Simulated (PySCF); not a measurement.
A run for PySCF: U-HF/6-31G* on C2H6O3Si (SMILES C=C[Si](O)(O)O), a point of a bond scan (R = 4.993 Å).

```python
from pyscf import gto, scf, dft, mp
from pyscf.data.elements import chemcore

mol = gto.M(
    atom='''
    C     5.20187341   -1.62427926    0.57106177
    C     4.47793359   -1.20776086   -0.46634126
    Si   -0.32412833    0.12082142   -0.13970406
    O    -0.95966322   -0.34974084    1.30630818
    O    -0.57978416    1.74045579   -0.21515797
    O    -1.05942974   -0.54669044   -1.44193311
    H     4.77694008   -1.70920469    1.56582009
    H     6.24864908   -1.89392758    0.47829573
    H     4.96490355   -1.14038497   -1.43622880
    H    -0.93814495   -1.28535819    1.52139474
    H    -0.52498699    2.23629196    0.60551097
    H    -1.92458192   -0.20659331   -1.68590263
    ''',
    basis='6-31g*',
    cart=True,
    charge=0, spin=0, verbose=3, max_memory=1800)
mf = scf.UHF(mol)
mf.conv_tol = 1e-8
mf.max_cycle = 100
mf.init_guess_breaksym = True
mf.kernel()
if not mf.converged:
    mf = mf.newton().run(mf.mo_coeff, mf.mo_occ)
for _ in range(4):
    mo, _, stable, _ = mf.stability(return_status=True)
    if stable:
        break
    mf.kernel(mf.make_rdm1(mo, mf.mo_occ))
```

Output:

```
converged SCF energy = -592.549284709672  <S^2> = 2.9739634e-07  2S+1 = 1.0000006
<class 'pyscf.scf.uhf.UHF'> wavefunction has an internal instability
converged SCF energy = -592.719340166543  <S^2> = 1.2769097  2S+1 = 2.4713637
<class 'pyscf.scf.uhf.UHF'> wavefunction is stable in the internal stability analysis
```

The calculation finished and met its thresholds. Its determinant has ⟨S²⟩ = 1.28, a mixture of spin states.

Cost: very roughly 17 core-seconds.
